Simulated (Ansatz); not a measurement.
Reaction (formal hydrolysis of a V–F bond): `[O]=[V]([OH])([F])[Cl]` + H₂O → `[O]=[V]([OH])([OH])[Cl]` + H–F

Program: Ansatz. Geometries: PBE0-D4/def2-TZVP. ΔE: electronic, gas phase. CCSD(T)/CBS is the MP2 limit (def2-TZVPP, def2-QZVPP) plus CCSD(T) − MP2 in def2-TZVPP, frozen cores. This one scheme is used for every species. Functionals use def2-TZVPP. For V outer-core shells are correlated without core-valence functions, which leaves a few kJ/mol of doubt a bond. Scalar relativity is left out up to krypton. One conformer a species, not always the lowest.

`[O]=[V]([OH])([F])[Cl]`:

Cartesian coordinates in Å:
```
O 0.357 1.194 1.039
V 0.004 0.329 -0.193
O -0.395 -1.270 0.361
F -1.338 1.029 -1.013
Cl 1.719 0.247 -1.480
H -0.347 -1.530 1.286
```

H₂O:

Z-matrix (Å, degrees):
```
O
H 1 0.960
H 1 0.960 2 105.1
```

`[O]=[V]([OH])([OH])[Cl]`:

Cartesian coordinates in Å:
```
O -1.259 -0.863 0.499
V 0.080 -0.248 0.019
O -0.156 0.496 -1.546
O 0.609 0.953 1.176
Cl 1.543 -1.832 -0.126
H -0.979 0.407 -2.037
H 0.161 1.087 2.016
```

H–F:

```xyz
2

F    -0.021   -0.156   -0.432
H     0.021    0.156    0.432
```

```tsv
level	ΔE (kcal/mol)
BHLYP-D4	5.6
PBE	6.6
```

Q: What does CCSD(T)/CBS give? (Best estimate.)

A: Computed: +3.8 kcal/mol. The listed levels differ from it by 1.8, 2.8 kcal/mol.

Largest T1 diagnostic among the species: 0.032, so the coupled-cluster value is less sure than usual.

Leaving LDA and LC-ωPBE aside and taking each functional with its dispersion term where it has one, the values, not all of them listed here, spread over 2.2 kcal/mol, from PBE-QIDH to B97M-V. LDA lies −1.5 kcal/mol from PBE without D4. At CCSD(T), def2-SVP lies +1.3 kcal/mol from the extrapolated value and def2-TZVPP +0.4 kcal/mol. From r2SCAN to r2SCAN0 (25 % exact exchange), in def2-TZVPP and without D4, ΔE moves by −0.8 kcal/mol.
